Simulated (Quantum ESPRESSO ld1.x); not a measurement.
The numbers below are computed, except where a source is named.
All-electron atom: neutral cobalt in [Ne] 3s2 3p5 3d8 4s2 (not the ground configuration). Level of theory: Dirac Kohn-Sham, BLYP, spin-unpolarised, spherical densities, point nucleus; open shells are shared between the two j in proportion to 2j + 1 (ld1.x of Quantum ESPRESSO 7.5). Some entries of the table are withheld. Estimate them.

| orbital | occ. | eigenvalue (eV) | <r^2> (bohr^2) |
|---|---|---|---|
| 1s1/2 | 2 | -7599.01 | 0.004245 |
| 2s1/2 | 2 | -900.709 | 0.07695 |
| 2p1/2 | 2 | -782.219 | 0.06098 |
| 2p3/2 | 4 | -767.346 | 0.06257 |
| 3s1/2 | 2 | (1) | 0.6890 |
| 3p1/2 | 1.66667 | -67.7057 | 0.7692 |
| 3p3/2 | 3.33333 | -65.8329 | 0.7879 |
| 3d3/2 | 3.2 | -8.9777 | (2) |
| 3d5/2 | 4.8 | -8.7803 | (3) |
| 4s1/2 | 2 | -5.4611 | 9.677 |

Answer. 
(1) 3s1/2 eigenvalue (eV): -103.145
(2) 3d3/2 <r^2> (bohr^2): 1.478
(3) 3d5/2 <r^2> (bohr^2): 1.499
